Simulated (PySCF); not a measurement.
# Au⁶⁹⁺ (gold, charge +69): Hartree-Fock from Schrödinger to Dirac-Coulomb-Breit

Occupied: 1s1/2, 2s1/2, 2p1/2, 2p3/2. Hartree-Fock calculated with PySCF 2.14 in an uncontracted even-tempered set (19 s from 18 bohr⁻², ratio 2.3; 16 p from 22 bohr⁻², ratio 2.3), Gaussian nucleus throughout. NR is non-relativistic, sf-X2C the spin-free one-electron X2C Hamiltonian, X2C adds the bare one-electron spin-orbit term, X2C-SNSO screens it by Boettger's factors, DC is four-component Dirac-Coulomb, and the Gaunt and Breit terms are added at first order (total energies over the DC spinors, levels after relaxing the spinors in that mean field). QED terms are absent. Levels marked empty are virtual spinors of this ion.

```tsv
Hamiltonian	E (hartree)	E − E(DC) (hartree)	CPU seconds
NR	-11804.0369	1011.0694	0.68
sf-X2C	-12784.9735	30.1328	0.54
X2C	-12809.5929	5.5133	0.56
X2C-SNSO	-12808.2495	6.8568	0.53
DC	-12815.1063	0.0000	29
DC+Gaunt	-12797.4380	17.6683	50
DC+Breit	-12798.9526	16.1537	140
```

Question: Give the 3p spin-orbit interval with each Hamiltonian that has one.

Answer: X2C 529.7; X2C-SNSO 514.6; DC 515.7; DC+Gaunt 510.4; DC+Breit 510.4 (eV).

```json
{"level (eV)": "1s1/2", "NR": "-79861.9", "sf-X2C": "-87623.7", "X2C": "-87599.4", "X2C-SNSO": "-87600.7", "DC": "-87710.3", "DC+Gaunt": "-87417.4", "DC+Breit": "-87436.5"}
{"level (eV)": "2s1/2", "NR": "-18242.4", "sf-X2C": "-20502.8", "X2C": "-20496.7", "X2C-SNSO": "-20497.0", "DC": "-20513.4", "DC+Gaunt": "-20480.6", "DC+Breit": "-20483.0"}
{"level (eV)": "2p1/2", "NR": "-17831.7", "sf-X2C": "-18598.9", "X2C": "-20012.3", "X2C-SNSO": "-19968.8", "DC": "-19981.8", "DC+Gaunt": "-19924.2", "DC+Breit": "-19929.7"}
{"level (eV)": "2p3/2", "NR": "-17831.7", "sf-X2C": "-18598.9", "X2C": "-18053.0", "X2C-SNSO": "-18066.0", "DC": "-18076.9", "DC+Gaunt": "-18039.7", "DC+Breit": "-18045.3"}
{"level (eV)": "3s1/2 (empty)", "NR": "-7647.2", "sf-X2C": "-8366.4", "X2C": "-8365.3", "X2C-SNSO": "-8365.4", "DC": "-8369.3", "DC+Gaunt": "-8360.5", "DC+Breit": "-8361.6"}
{"level (eV)": "3p1/2 (empty)", "NR": "-7506.4", "sf-X2C": "-7819.0", "X2C": "-8199.2", "X2C-SNSO": "-8187.7", "DC": "-8191.1", "DC+Gaunt": "-8176.1", "DC+Breit": "-8178.1"}
{"level (eV)": "3p3/2 (empty)", "NR": "-7506.4", "sf-X2C": "-7819.0", "X2C": "-7669.5", "X2C-SNSO": "-7673.1", "DC": "-7675.4", "DC+Gaunt": "-7665.7", "DC+Breit": "-7667.7"}
```

Weight of the small component: 1s1/2 0.0901, 2s1/2 0.0213, 2p1/2 0.0212, 2p3/2 0.0190, 3s1/2 0.00842, 3p1/2 0.00836, 3p3/2 0.00778.

Koopmans' value for the highest occupied level at DC+Breit: 18045.3 eV, against an ionisation energy of 18040 ± 50 eV (theoretical estimate listed by NIST; NIST Atomic Spectra Database, ionization energies); the former lacks relaxation, correlation, QED and recoil.

The whole ladder took 230 s of wall time on 1 thread of Neoverse-N1 (shared host), launched as `OMP_NUM_THREADS=1 python relrun2.py TASK.json OUT` (a driver that calls PySCF for each Hamiltonian).
